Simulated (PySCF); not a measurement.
HOY. Atoms are numbered in the order given.

```xyz
3

Y      0.0000     0.0000     0.3835
O      0.0000     0.0000    -1.5558
H      0.0000     0.0000    -2.5102
```

Geometry optimised at PBE0-D3(BJ)/def2-TZVPD. The spin state was assumed, not searched. The def2 effective core potentials stand for the cores of Y; spin–orbit coupling is left out.

All values below come from M06-2X/def2-TZVPD run with PySCF.

Gas-phase values at a fixed geometry.

Computed frontier levels, gap, dipole moment and polarisability:
| Property | Value |
|---|---|
| highest occupied level | -5.06 eV |
| lowest empty level | -0.64 eV |
| orbital gap | 4.42 eV |
| dipole moment | 0.141 e·Å |
| quadrupole, principal values (traceless, Buckingham form, about the centre of nuclear charge) | -2.45, -2.45, 4.89 D·Å |
| mean static polarisability | 135.2 bohr³ (20.04 Å³) |
| polarisability, principal values | 118.7, 143.5, 143.5 bohr³ |
